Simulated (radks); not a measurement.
Ho+, 66 electrons, occupied as [Xe] 4f11 6s1. All-electron calculation, scalar-relativistic Kohn-Sham, LDA (Slater exchange, Perdew-Wang correlation), spin-unpolarised, spherical densities, finite nucleus; Fermi nuclear charge, rms radius 5.2022 fm. Program: a radial shooting solver on a logarithmic mesh with Libxc functionals.

Normalised radial functions P(r) = r R(r), r in bohr:

| r | 4p | 4f | 6s |
|---|---|---|---|
| 0.001615 | 0.0070 | 0.0000 | 0.0222 |
| 0.002188 | 0.0116 | 0.0000 | 0.0277 |
| 0.002966 | 0.0195 | 0.0000 | 0.0340 |
| 0.004052 | 0.0329 | 0.0000 | 0.0409 |
| 0.005491 | 0.0544 | 0.0000 | 0.0474 |
| 0.007442 | 0.0888 | 0.0000 | 0.0520 |
| 0.01017 | 0.1438 | 0.0000 | 0.0526 |
| 0.01378 | 0.2232 | 0.0001 | 0.0458 |
| 0.01867 | 0.3314 | 0.0004 | 0.0285 |
| 0.02551 | 0.4642 | 0.0012 | -0.0020 |
| 0.03458 | 0.5824 | 0.0035 | -0.0407 |
| 0.04686 | 0.6201 | 0.0098 | -0.0749 |
| 0.06402 | 0.4708 | 0.0264 | -0.0810 |
| 0.08676 | 0.0700 | 0.0645 | -0.0362 |
| 0.1176 | -0.4982 | 0.1446 | 0.0509 |
| 0.1606 | -0.8972 | 0.2964 | 0.1189 |
| 0.2177 | -0.6503 | 0.5243 | 0.0774 |
| 0.2951 | 0.2912 | 0.7989 | -0.0711 |
| 0.4031 | 1.3072 | 1.0308 | -0.1760 |
| 0.5463 | 1.5414 | 1.0990 | -0.0711 |
| 0.7404 | 1.0284 | 0.9863 | 0.1688 |
| 1.003 | 0.4122 | 0.7608 | 0.2890 |
| 1.371 | 0.0902 | 0.5079 | 0.1218 |
| 1.858 | 0.0104 | 0.3039 | -0.2297 |
| 2.518 | 0.0005 | 0.1619 | -0.5282 |
| 3.44 | 0.0000 | 0.0737 | -0.5940 |
| 4.662 | 0.0000 | 0.0281 | -0.4261 |
| 6.318 | 0.0000 | 0.0078 | -0.1912 |
| 8.632 | 0.0000 | 0.0013 | -0.0462 |
| 11.7 | 0.0000 | 0.0001 | -0.0056 |

4p: eigenvalue -308.95 eV, 2 radial nodes at r = 0.0903, 0.272 bohr, <r> = 0.550 bohr, 90 % of the charge inside 0.801 bohr. 4f: eigenvalue -9.954 eV, 0 radial nodes, <r> = 0.849 bohr, 90 % of the charge inside 1.49 bohr. 6s: eigenvalue -9.221 eV, 5 radial nodes at r = 0.0251, 0.0994, 0.258, 0.601, 1.54 bohr, <r> = 3.63 bohr, 90 % of the charge inside 5.28 bohr.
